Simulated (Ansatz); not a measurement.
Gas-phase electronic energies from Ansatz, PBE0-D4/def2-TZVP geometries. CBS: MP2 limit from def2 TZ/QZ plus the TZ coupled-cluster correction, frozen cores. Functionals use def2-TZVPP. B3LYP here is the variant with VWN-RPA as its local correlation; programs differ in this. One conformer a species, not always the lowest.

Reaction (isomerisation): `CC[SiH](O)P` → `C[Si](C)(O)P`

Question: Is it downhill or uphill in electronic energy at CCSD(T)/CBS, and by how much? (Best estimate.)

Answer: Ansatz gave: Downhill: ΔE = -59.9 kJ/mol.

Question: What do these levels give: r2SCAN-D4, PBE0-D4, ωB97X-V, ωB97M-V, B2PLYP, PBE, r2SCAN, B3LYP, MP2/def2-TZVPP, SCS-MP2/def2-TZVPP, MP2/def2-QZVPP, MP2/CBS(def2)? (An estimate is asked.)

Answer: The calculation gave: r2SCAN-D4 -63.6, PBE0-D4 -59.8, ωB97X-V -58.9, ωB97M-V -62.0, B2PLYP -59.9, PBE -58.4, r2SCAN -63.5, B3LYP -58.8, MP2/def2-TZVPP -61.6, SCS-MP2/def2-TZVPP -57.9, MP2/def2-QZVPP -62.1, MP2/CBS(def2) -62.6 kJ/mol.

Largest T1 diagnostic among the species: 0.012.
